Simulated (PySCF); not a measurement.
**$^{15}$N chemical shifts**

[PySCF 2.14: shieldings: GIAO PBE0/pcSseg-1; coordinates at the GFN2-xTB level; a single conformation; no solvent model; averaged over atoms made equivalent by symmetry, fast rotation or ring inversion; relativity neglected]

Shieldings were converted by a linear fit to measured shifts: $^{15}$N: δ = -148.07 − 0.921σ (rms 6.3 ppm, 71 shifts vs CH3NO2, solution or neat liquid). A few per cent of atoms miss by over 2 rms, more outside the fitted compound classes.

(1) Give the $^{15}$N shifts of `COc1ccc(N)o1`, `CC(=O)/C=C\C(N)=O`, `C=C(C(C)=O)C(N)=O`, `NC(=O)C(=O)C1CC1`.

(2) Order these by $^{15}$N shift, lowest first.
A. COc1ccc(N)o1
B. CN(C)/C([SiH3])=P/P
C. COCc1cnoc1
D. C=CO/C=C\C(N)=O

Answers

(1) 
```json
{"compound": "COc1ccc(N)o1", "environment": "aniline-type nitrogen", "δ (ppm)": "-338.0"}
{"compound": "CC(=O)/C=C\\C(N)=O", "environment": "amide-type nitrogen", "δ (ppm)": "-277.3"}
{"compound": "C=C(C(C)=O)C(N)=O", "environment": "amide-type nitrogen", "δ (ppm)": "-283.2"}
{"compound": "NC(=O)C(=O)C1CC1", "environment": "amide-type nitrogen", "δ (ppm)": "-296.5"}
```

(2) A (-338.0 ppm, aniline-type nitrogen), D (-287.2 ppm, amide-type nitrogen), B (-265.8 ppm, nitrogen bonded to 3 C), C (-5.7 ppm, pyridine-type nitrogen of an azole).
